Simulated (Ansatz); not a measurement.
Energy needed to pull apart CH3B2F (SMILES BC=BF), singlet, into free ground-state atoms, from the structure below (displaced at random from a GFN2-xTB minimum); no zero-point or spin–orbit terms; open-shell atoms are treated unrestricted, in their ground-state multiplicity.

```
7
angstrom
B 0.1359 0.3119 -1.0458
C -0.6037 0.0122 0.2451
B 0.1645 -0.3183 1.3221
F 1.1126 -0.6770 2.2176
H 1.2985 0.1294 -1.1723
H -0.5582 0.5279 -1.9614
H -1.6631 0.1487 0.2917
```

Program: Ansatz 0.2.0. Basis: def2-TZVPP. Cores are frozen in the correlated methods.

| method | atomization energy (kJ/mol) |
| --- | --- |
| PBE-D4 | 2885 |
| r2SCAN-D4 | ? |
| B97M-V | 2835 |
| PBE0-D4 | ? |
| r2SCAN0-D4 | 2785 |
| wB97M-V | 2819 |
| HF | 2154 |
| MP2 | 2804 |
| CCSD | 2673 |
| CCSD(T) | 2716 |

Task: What does r2SCAN-D4 give? (Judge from chemistry; the value comes from the calculation.)

Result: By the calculation: 2837 kJ/mol, which is about 121 kJ/mol more than CCSD(T)/def2-TZVPP.

Task: What does PBE0-D4 give? (To be estimated.)

Result: Computed: 2825 kJ/mol, which is about 109 kJ/mol more than CCSD(T)/def2-TZVPP.

In triple zeta the MP2 and coupled-cluster atomization energies are still short of their basis limit by a few kcal/mol a bond, whereas those of the functionals are nearly converged, so these differences are not deviations from converged CCSD(T).

The T1 diagnostic stays at or below 0.016.

For scale, one of the runs: CCSD(T)/def2-TZVPP forces, 166 basis functions (an equivalent command: `ansatz run in.yaml --threads 4`). The run took 73 s on 4 CPU threads (shared host), with 2.7 GiB of host memory at its peak.
